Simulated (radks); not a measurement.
Problem. Ionisation of the rhenium ion Re44+, [Ar] 3d10 4s2 4p1, to [Ar] 3d10 4s2 as the strength of local exchange is varied. All-electron calculation, scalar-relativistic Kohn-Sham, Slater X-alpha exchange (alpha = 2/3 is LDA exchange), no correlation, spin-polarised, spherical densities, finite nucleus; open shells are filled with parallel spins first (spin-orbit coupling, left out, can overturn this in heavy ions); Fermi nuclear charge, rms radius 5.3698 fm. Program: a radial shooting solver on a logarithmic mesh with Libxc functionals.

alpha  E(Re44+) (hartree)  exchange (hartree)  IE (eV)  -e of the level emptied (eV)  <r> of it (bohr)
0.667         -15365.3954           -233.3800   2229.4                   2203.1 (4p)            0.3963
0.732         -15388.3006           -256.4067   2236.3                   2210.2 (4p)            0.3956
0.77          -15401.7031           -269.8918   2240.3                   2214.4 (4p)            0.3952
0.781         -15405.5844           -273.7986   2241.5                   2215.6 (4p)            0.3950
0.82          -15419.3513           -287.6616   2245.6                   2219.9 (4p)            0.3946
?             -15472.3866           -341.1501   2261.6                   2236.4 (4p)            0.3929

Which alpha was used in the last row?

Solution. alpha = 0.97. NIST Atomic Spectra Database: 2302 eV (theoretical). The central value is not met in this range of alpha. Open shells are spherical and high-spin; term and fine-structure splittings are not resolved. Spin-orbit splitting is averaged out at the scalar-relativistic level.
